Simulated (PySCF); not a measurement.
Molecule: `[CH3][Al-]([CH3])([CH3])[CH3]`, [C$_{4}$H$_{12}$Al]-.

Molfile (atoms numbered from 1):
```
C4H12Al
     RDKit          3D

 17 16  0  0  0  0  0  0  0  0999 V2000
   -0.2682   -1.2846   -1.5567 C   0  0  0  0  0  0  0  0  0  0  0  0
   -0.0019   -0.0016   -0.0011 Al  0  0  0  0  0  4  0  0  0  0  0  0
   -0.0166    1.9108   -0.6926 C   0  0  0  0  0  0  0  0  0  0  0  0
   -1.5037   -0.2433    1.3493 C   0  0  0  0  0  0  0  0  0  0  0  0
    1.7841   -0.3801    0.8954 C   0  0  0  0  0  0  0  0  0  0  0  0
   -1.2280   -1.1127   -2.0818 H   0  0  0  0  0  0  0  0  0  0  0  0
   -0.2711   -2.3445   -1.2356 H   0  0  0  0  0  0  0  0  0  0  0  0
    0.5286   -1.1893   -2.3198 H   0  0  0  0  0  0  0  0  0  0  0  0
    0.1198    2.6508    0.1200 H   0  0  0  0  0  0  0  0  0  0  0  0
   -0.9684    2.1694   -1.1961 H   0  0  0  0  0  0  0  0  0  0  0  0
    0.7895    2.1000   -1.4280 H   0  0  0  0  0  0  0  0  0  0  0  0
   -2.5019   -0.0504    0.9103 H   0  0  0  0  0  0  0  0  0  0  0  0
   -1.5356   -1.2698    1.7639 H   0  0  0  0  0  0  0  0  0  0  0  0
   -1.4027    0.4415    2.2138 H   0  0  0  0  0  0  0  0  0  0  0  0
    1.8469   -1.4109    1.2952 H   0  0  0  0  0  0  0  0  0  0  0  0
    2.6354   -0.2617    0.1969 H   0  0  0  0  0  0  0  0  0  0  0  0
    1.9800    0.3003    1.7470 H   0  0  0  0  0  0  0  0  0  0  0  0
  1  2  1  0
  2  3  1  0
  2  4  1  0
  2  5  1  0
  1  6  1  0
  1  7  1  0
  1  8  1  0
  3  9  1  0
  3 10  1  0
  3 11  1  0
  4 12  1  0
  4 13  1  0
  4 14  1  0
  5 15  1  0
  5 16  1  0
  5 17  1  0
M  CHG  1   2  -1
M  END
```

Geometry PBE0-D3(BJ)/def2-SVP throughout; GIAO in PySCF 2.14.0 with density-fitted response routines, gas phase, one conformer, non-relativistic; equivalent atoms averaged; basis pcSseg-1.

**Question.** How do the shifts δ (against TMS, AlH4- at the same level) depend on the functional? (ppm; last column core-seconds on shared hosts with different chips, so compare them loosely)

**Answer.** 
```
functional                    kind  C1/C3/C4/C5   Al2  H6/H7/H8/H9/H10/H11/H12/H13/H14/H15/H16/H17  core-s
        HF            Hartree–Fock         -6.8  63.3                                        -1.40     5.1
       LDA                     LDA        -11.3  87.2                                        -1.41      12
       PBE                     GGA        -10.3  81.3                                        -1.41      16
      BLYP                     GGA        -10.3  83.0                                        -1.40      16
      BP86                     GGA        -10.2  79.4                                        -1.41      18
      OPBE                     GGA         -9.0  71.5                                        -1.45      17
       KT2                     GGA        -10.2  80.2                                        -1.42      17
       KT3                     GGA         -9.4  74.7                                        -1.44      18
     B97-D                     GGA        -10.0  75.3                                        -1.43      18
     B3LYP           global hybrid         -9.5  76.0                                        -1.41      13
      PBE0           global hybrid         -9.3  73.0                                        -1.42      30
  mPW1PW91           global hybrid         -9.2  71.4                                        -1.42      12
      WP04           global hybrid         -8.1  58.1                                        -1.46      20
     B97-2           global hybrid         -9.2  70.3                                        -1.43      21
 BHandHLYP           global hybrid         -8.5  69.3                                        -1.42      19
 CAM-B3LYP  range-separated hybrid         -9.3  74.4                                        -1.42      27
   wB97X-D  range-separated hybrid         -9.3  70.6                                        -1.42      26
   LC-wPBE  range-separated hybrid         -8.5  68.0                                        -1.42      40
```

**Question.** Which nucleus moves most, in ppm?

**Answer.** Al2 (aluminium bonded to 4 C): from 58.1 ppm with WP04 to 87.2 ppm with LDA. The smallest spread is 0.06 ppm, at H6/H7/H8/H9/H10/H11/H12/H13/H14/H15/H16/H17. Proton shifts span only some 12 ppm, so a few tenths of a ppm matter as much there as several ppm in carbon.
